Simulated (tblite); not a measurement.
Species: C₇H₁₂FN.
Cartesian coordinates in Å at the GFN2-xTB level; atoms count from 1:
```xyz
21
C7H12FN angstrom
C     -1.6694    0.3821    1.2951
N     -1.1697    0.3066   -0.0652
C     -1.8634   -0.6970   -0.8489
C      0.2399    0.1756   -0.1294
C      1.1022    0.2726   -1.4054
C      2.1080    0.0968   -0.2568
C      1.1821   -0.9904    0.3162
C      1.2688    1.1270    0.5038
F      1.3806    1.1321    1.8733
H     -2.7240    0.6522    1.2623
H     -1.5640   -0.5675    1.8378
H     -1.1266    1.1546    1.8336
H     -1.4881   -0.6753   -1.8700
H     -1.7418   -1.7115   -0.4426
H     -2.9245   -0.4532   -0.8611
H      1.1029    1.2289   -1.9243
H      1.0284   -0.5554   -2.1042
H      3.1877    0.0656   -0.3304
H      1.2579   -1.1792    1.3832
H      1.1149   -1.9165   -0.2491
H      1.2893    2.1690    0.1815
```

Method: GFN2-xTB as coded in tblite; computed harmonic values from a numerical Hessian at the method's own geometry, unscaled. The method is semi-empirical: single wavenumbers can be off by several per cent or more. One conformer, not necessarily the lowest.

Harmonic wavenumbers (cm⁻¹): 41.3, 160.4, 172.8, 209.4, 232.9, 292.2, 305.8, 365.6, 439.2, 473.0, 527.7, 628.9, 637.6, 865.4, 872.0, 901.2, 957.2, 965.5, 985.1, 1004.5, 1024.4, 1041.3, 1046.1, 1060.3, 1076.0, 1094.7, 1113.3, 1126.6, 1142.3, 1150.7, 1188.4, 1202.8, 1217.8, 1221.7, 1236.0, 1319.3, 1380.1, 1407.0, 1420.1, 1481.8, 1484.9, 1487.4, 1492.6, 1495.3, 1517.5, 2871.3, 2884.1, 2966.5, 3003.6, 3012.4, 3012.6, 3017.6, 3023.5, 3029.3, 3032.9, 3038.4, 3049.0.

A = 2491, B = 1555, C = 1157 MHz; mass 129.095 u (most abundant isotopes); point group C1, symmetry number 1.

Problem. Zero-point energy?

Solution. ½Σν̃ = 39204 cm⁻¹ = 468.98 kJ/mol.

Problem. What is S at 200 K and 1 bar for an ideal gas of classical rigid rotors and harmonic oscillators?

Solution. Translation 161.18, rotation 114.94, vibration 58.35: S = 334.5 J/(mol K).

Problem. And Cp and H(200 K) − H(0)?

Solution. Cp = 106.02 J/(mol K), of which vibrations give 72.76 (their classical limit is 57 R = 473.9); H(200 K) − H(0) = 13.34 kJ/mol without the zero-point energy, 6.69 from vibrations.

Problem. How do the functions run with temperature in this model?

Solution. 
```tsv
T (K)	S (J/(mol K))	Cp (J/(mol K))	H − H(0) (kJ/mol)	G − H(0) (kJ/mol)	ln q(vib)
150	306.9	86.4	8.54	-37.51	2.01
250	360.4	127.8	19.18	-70.93	4.02
298.15	384.9	150.8	25.88	-88.87	5.04
400	436.2	200.5	43.79	-130.68	7.31
600	533.5	280.1	92.33	-227.77	12.05
900	662.7	355.7	188.70	-407.75	19.26
```

q(vib) and H(0) count from the zero-point level.

Problem. What must be added to the electronic energy to get the Gibbs energy at 200 K and 1 bar?

Solution. ZPE + [H(200 K) − H(0)] − T·S = 468.98 + 13.34 − 66.89 = 415.43 kJ/mol.

Problem. Which modes carry the vibrational entropy at 200 K?

Solution. 41.3 cm⁻¹: 18.44; 160.4 cm⁻¹: 7.57; 172.8 cm⁻¹: 7.02; 209.4 cm⁻¹: 5.65; 232.9 cm⁻¹: 4.93; 292.2 cm⁻¹: 3.52 J/(mol K); the other 51 give 11.22 together.

Problem. Blend soft modes into free rotors: weight 1/[1 + (100 cm⁻¹/ν̃)⁴] for the oscillator and the rest for a rotor with moment μB/(μ + B), μ = h/(8π²ν), B = 10⁻⁴⁴ kg m². What vibrational entropy results?

Solution. 54.42 J/(mol K) in place of 58.35, which changes −T·S at 200 K by +0.78 kJ/mol.

Hindered rotation and anharmonicity are outside this model. Other conformers, if any are populated, would add a mixing term that is left out. The structure is chiral; the term R ln 2 for an equal mix with its mirror image is left out.

Hardware: one thread, Arm Neoverse V1, shared host. This covers the Hessian and the dipole derivatives.
